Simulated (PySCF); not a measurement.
SMILES CC(C)[SiH2]c1cccs1 at its GFN2-xTB optimised geometry (Å):

```
21

C     -1.4892    -1.2653    -2.6598
C     -2.0454    -1.4524    -1.2491
C     -3.0915    -2.5629    -1.2384
Si    -0.6554    -1.7960     0.0145
C      0.5255    -0.3400     0.0000
C      1.8894    -0.3400     0.0000
C      2.4628     0.9490     0.0000
C      1.5242     1.9299     0.0024
S     -0.0696     1.2914     0.0039
H     -0.9927    -2.1724    -2.9994
H     -2.2907    -1.0352    -3.3612
H     -0.7687    -0.4504    -2.6886
H     -2.5455    -0.5192    -0.9642
H     -3.8974    -2.3412    -1.9373
H     -2.6439    -3.5114    -1.5282
H     -3.5224    -2.6804    -0.2468
H      0.1116    -2.9924    -0.3504
H     -1.2317    -1.9481     1.3573
H      2.4663    -1.2480    -0.0026
H      3.5224     1.1361    -0.0032
H      1.6665     2.9924     0.0013
```

Computed with PBE0/def2-SVP run with PySCF.

Map of the Laplacian of the electron density (e/bohr⁵), clipped to [-1.50, 1.50] on the plane z = 0.6 Å:

```
|222222222222222222222222222|
|222222222222222222222222222|
|222222222222222222222222222|
|222222222222222222222222222|
|222222222222222222222222222|
|222222222222222222222222222|
|222222222222222222222222222|
|222222222222222222222222222|
|222222222222222222222222222|
|222222222222212222222222222|
|222222222222031232222222222|
|222222222222102333222222222|
|222222222222222332232222222|
|222222222222222222222222222|
|222222222222222222222222222|
|222222222222222232222222222|
|222222222223422222222222222|
|222222222218922222222222222|
|222222222222322222222222222|
|222222222222222222222222222|
|222222222222222222222222222|
|222222222222222222222222222|
|222222222222222222222222222|
|222222222222222222222222222|
|222222222222222222222222222|
|222222222222222222222222222|
|222222222222222222222222222|
```
Scale: ten equal steps from -0.456 (start of '0') to 1.50 (end of '9'), in the order '0123456789'; x runs from -6.00 to 6.00, y from -6.00 (bottom) to 6.00 (top).
